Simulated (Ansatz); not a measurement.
System: H$_{2}$BO$_{2}$, charge 0, doublet. H2BO2 (SMILES [O]BO, doublet).
B3LYP-D3(BJ)/def2-TZVP minimum from Ansatz (a program for electronic structure):
```
B
O 1 1.3262
O 1 1.3589 2 126.37
H 3 0.9614 1 113.47 2 180.00
H 1 1.2144 2 109.62 3 180.00
```
Charge 0, spin multiplicity 2.

Total energies in hartree (Ansatz). Radicals and triplets start from unrestricted determinants; spin-orbit coupling is neglected. Correlated methods leave the cores frozen. No relativity. For partners of very few electrons the exact lower level stands in for a higher one.

```tsv
species	HF/cc-pVTZ	CCSD(T)/cc-pVTZ	HF/cc-pVQZ	CCSD(T)/cc-pVQZ	CCSD(T)/cc-pVDZ	CCSDT(Q)/cc-pVDZ
1: H2BO2 (SMILES [O]BO, doublet)	-175.69662	-176.26463	-175.71033	-176.31867	-176.08535	-176.08735
2: B (doublet)	-24.53207	-24.59810	-24.53297	-24.60084	-24.58941	-24.58977
3: H (doublet)	-0.49981	-0.49981	-0.49995	-0.49995	-0.49928	-0.49928
4: O (triplet)	-74.81176	-74.97396	-74.81729	-74.99357	-74.90995	-74.91013
```

Question: Work out the atomisation energy (electronic, to ground-state atoms) in kJ/mol: take Hartree-Fock from cc-pVQZ, extrapolate the CCSD(T) correlation energy as X^-3 (X = 3, 4), and add CCSDT(Q) - CCSD(T) in cc-pVDZ. 1 hartree = 2625.5 kJ/mol.

Answer: 
Species 1: correlation (64·(-0.60834) - 27·(-0.56801))/37 = -0.63777; step -0.00200; E1 = -175.71033 + (-0.63777) + (-0.00200) = -176.35010
Species 2: correlation (64·(-0.06787) - 27·(-0.06603))/37 = -0.06921; step -0.00036; E2 = -24.53297 + (-0.06921) + (-0.00036) = -24.60254
Species 3: correlation (64·(0.00000) - 27·(0.00000))/37 = 0.00000; step +0.00000; E3 = -0.49995 + (0.00000) + (+0.00000) = -0.49995
Species 4: correlation (64·(-0.17628) - 27·(-0.16220))/37 = -0.18655; step -0.00018; E4 = -74.81729 + (-0.18655) + (-0.00018) = -75.00402
-1·E1 +1·E2 +2·E3 +2·E4 = 0.73962 hartree = 1941.9 kJ/mol.
